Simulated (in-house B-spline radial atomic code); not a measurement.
# How G0W0 and RPA depend on the start: Sr III (Sr2+)

Configuration [Ar] 3d10 4s2 4p6. Computed with a B-spline radial code for spherical atoms: all electrons, scalar-relativistic (spin-free one-electron X2C), finite nucleus, each spin shell either full or empty, empty states to l = 9 with an (l + 1/2)⁻⁴ tail; G0W0 by contour deformation at full frequency.

| start | mean-field 4p (eV) | G0W0 (eV) | QP weight | RPA correlation (Eh) |
| --- | --- | --- | --- | --- |
| Hartree-Fock | -43.05 | ? | ? | ? |
| LDA VWN5 | -36.65 | -43.23 | 0.928 | -2.6984 |
| PBE | -36.51 | -43.22 | 0.927 | -2.6941 |
| PBE0 | -38.46 | -43.36 | 0.941 | -2.6297 |
| r2SCAN | -37.11 | -43.28 | 0.936 | -2.6531 |
| HSE06 | -38.01 | ? | ? | ? |
| B3LYP (VWN-RPA) | -38.05 | -43.35 | 0.938 | -2.6438 |
| SCAN | -37.14 | -43.24 | 0.936 | -2.6513 |
| TPSS | -36.72 | -43.25 | 0.929 | -2.6807 |
| BHandHLYP | -40.19 | -43.49 | 0.950 | -2.5716 |
| CAM-B3LYP | -39.92 | -43.48 | 0.948 | -2.6146 |
| LC-wPBE | -41.43 | -43.54 | 0.954 | -2.6119 |
| wB97X | -40.96 | -43.50 | 0.954 | -2.6 |
| PBEsol | -36.50 | -43.22 | 0.927 | -2.6956 |
| BLYP | -36.32 | -43.22 | 0.925 | -2.6957 |
| r2SCAN0 | -38.84 | -43.38 | 0.945 | -2.603 |
| LDA exchange-only | -35.10 | -43.29 | 0.921 | -2.6976 |

Task: What G0W0 level, weight and RPA correlation energy follow from the Hartree-Fock start?

Result: G0W0 level -43.69 eV, weight 0.962, RPA correlation -2.4643 hartree.

Task: What G0W0 level, weight and RPA correlation energy follow from the HSE06 start?

Result: G0W0 level -43.35 eV, weight 0.938, RPA correlation -2.6357 hartree.

Task: How much of the dependence on the start does G0W0 remove?

Result: The mean-field levels span 7.95 eV and the G0W0 levels 0.474 eV. Against 42.884 eV (NIST, measured) the G0W0 removal energies are off by +0.33 to +0.81 eV, with spin-orbit coupling, Breit and QED terms left out.
